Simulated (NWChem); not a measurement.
Program: NWChem. System: CF₂, charge 0, spin multiplicity 3, optimised in this run. The structure started from a generated list of species. Its SCF solution wasn't tested for a lower state. Level: UPBE/def2-SVP.

The NWChem input:

```
start mol
memory heap 200 mb stack 900 mb global 1100 mb
geometry units angstroms
  F      1.132956     0.000000    -0.169189
  C      0.000000     0.000000     0.507566
  F     -1.132956     0.000000    -0.169189
  symmetry group C2v
end
basis spherical
  * library def2-svp
end
dft
  xc xpbe96 cpbe96
  odft
  mult 3
  semidirect memsize 60000000 filesize 0
  iterations 100
end
driver
  maxiter 80
end
task dft optimize
task dft freq
```

Part of the output:

```
             Northwest Computational Chemistry Package (NWChem) 7.3.0
             --------------------------------------------------------

                                NWChem Input Module
                                -------------------

 Scaling coordinates for geometry "geometry" by  1.889725989
 (inverse scale =  0.529177249)

 Turning off AUTOSYM since
 SYMMETRY directive was detected!

          ------
          auto-z
          ------

                             Geometry "geometry" -> ""
                             -------------------------

 Output coordinates in angstroms (scale by  1.889725989 to convert to a.u.)

  No.       Tag          Charge          X              Y              Z
 ---- ---------------- ---------- -------------- -------------- --------------
    1 F                    9.0000     1.13295600     0.00000000    -0.16918875
    2 C                    6.0000     0.00000000     0.00000000     0.50756625
    3 F                    9.0000    -1.13295600     0.00000000    -0.16918875

 Effective nuclear repulsion energy (a.u.)      62.2230322677

            Nuclear Dipole moment (a.u.)
            ----------------------------
        X                 Y               Z
 ---------------- ---------------- ----------------
     0.0000000000     0.0000000000     0.0000000000

      Symmetry information
      --------------------

 Group name             C2v
 Group number             16
 Group order               4
 No. of unique centers     2

      Symmetry unique atoms

     1    2


 Summary of "ao basis" -> "" (spherical)
 ------------------------------------------------------------------------------
       Tag                 Description            Shells   Functions and Types
 ---------------- ------------------------------  ------  ---------------------
 *                          def2-svp                  on all atoms

  pbe96 is a nonlocal functional; adding pw91lda local functional.

                           NWChem Geometry Optimization
                           ----------------------------

 maximum gradient threshold         (gmax) =   0.000450
[...]
    6    1.09332D+01  2.13999D-24 -1.11836D+01  7.29733D-06  0.00000D+00  2.81436D+01
    7   -3.25928D+00  4.08183D-24  1.12914D-01 -1.85395D+01  6.84796D-24 -1.09332D+01  1.79936D+01
    8   -1.63273D-23 -8.91689D-20  3.40152D-24  1.02719D-23  0.00000D+00  0.00000D+00  1.63273D-23  0.00000D+00
    9   -1.12911D-01 -1.36061D-24  2.01341D+00 -1.06491D+01 -1.71199D-24 -1.11836D+01  8.57629D+00 -1.36061D-24  6.87478D+00

 center of mass
 --------------
 x =   0.00000000 y =   0.00000000 z =  -0.00958884

 moments of inertia (a.u.)
 ------------------
          14.131422657722           0.000000000000           0.000000000000
           0.000000000000         192.581828723205           0.000000000000
           0.000000000000           0.000000000000         178.450406065482

 Rotational Constants
 --------------------
 A=   4.260022 cm-1  (  6.129085 K)
 B=   0.337350 cm-1  (  0.485360 K)
 C=   0.312595 cm-1  (  0.449745 K)

 Temperature                      =   298.15K
 frequency scaling parameter      =   1.0000

 Zero-Point correction to Energy  =    4.234 kcal/mol  (  0.006747 au)
 Thermal correction to Energy     =    6.168 kcal/mol  (  0.009829 au)
 Thermal correction to Enthalpy   =    6.760 kcal/mol  (  0.010773 au)

 Total Entropy                    =   57.781 cal/mol-K
   - Translational                =   37.635 cal/mol-K (mol. weight =  49.9968)
   - Rotational                   =   19.426 cal/mol-K (symmetry #  =        2)
   - Vibrational                  =    0.720 cal/mol-K

 Cv (constant volume heat capacity) =    7.583 cal/mol-K
   - Translational                  =    2.979 cal/mol-K
   - Rotational                     =    2.979 cal/mol-K
   - Vibrational                    =    1.624 cal/mol-K


 ----------------------------------------------------------------------------
 Normal Eigenvalue ||    Projected Derivative Dipole Moments (debye/angs)
  Mode   [cm**-1]  ||      [d/dqX]             [d/dqY]           [d/dqZ]
 ------ ---------- || ------------------ ------------------ -----------------
    1       -0.000 ||       0.015              -0.000            -0.000
    2        0.000 ||      -0.000              -0.028             0.000
    3        0.000 ||       0.000               0.071            -0.000
    4        0.000 ||       0.000              -0.028             0.000
    5        0.000 ||      -0.013               0.000             0.000
    6        0.000 ||      -0.009               0.000             0.000
    7      507.076 ||       0.000               0.000            -0.393
    8     1132.706 ||      -0.000              -0.000             0.997
    9     1323.117 ||       2.469              -0.000            -0.000
 ----------------------------------------------------------------------------

 ----------------------------------------------------------------------------
 Normal Eigenvalue ||           Projected Infra Red Intensities
  Mode   [cm**-1]  || [atomic units] [(debye/angs)**2] [(KM/mol)] [arbitrary]
 ------ ---------- || -------------- ----------------- ---------- -----------
    1       -0.000 ||    0.000010           0.000         0.010       0.003
    2        0.000 ||    0.000034           0.001         0.034       0.010
    3        0.000 ||    0.000218           0.005         0.213       0.062
    4        0.000 ||    0.000034           0.001         0.034       0.010
    5        0.000 ||    0.000008           0.000         0.007       0.002
    6        0.000 ||    0.000004           0.000         0.004       0.001
    7      507.076 ||    0.006696           0.154         6.528       1.917
    8     1132.706 ||    0.043068           0.994        41.984      12.330
    9     1323.117 ||    0.264281           6.097       257.634      75.664
 ----------------------------------------------------------------------------

 Task  times  cpu:        8.2s     wall:        8.2s

 Total times  cpu:        9.2s     wall:        9.2s
```
